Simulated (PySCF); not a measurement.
C2H8O2Si, SMILES C[C@H](O)[SiH2]O.

Geometry: PBE0-D3(BJ)/def2-SVP. The structure was generated by enumeration; whether it is a known compound was not checked. Other conformers were not sampled.

All values below come from PBE/def2-TZVP (PySCF).

Isolated molecule, no solvent.

```json
{
  "total_energy": "-520.68119 hartree",
  "highest_occupied_level": "-6.04 eV",
  "lowest_empty_level": "-0.52 eV",
  "orbital_gap": "5.52 eV",
  "dipole_moment": "2.22 D",
  "quadrupole, principal values (traceless, Buckingham form, about the centre of nuclear charge)": "-5.69, -0.19, 5.87 D·Å",
  "mean_static_polarisability": "61.0 bohr³ (9.04 Å³)",
  "polarisability_principal_values": "55.3, 60.2, 67.5 bohr³"
}
```
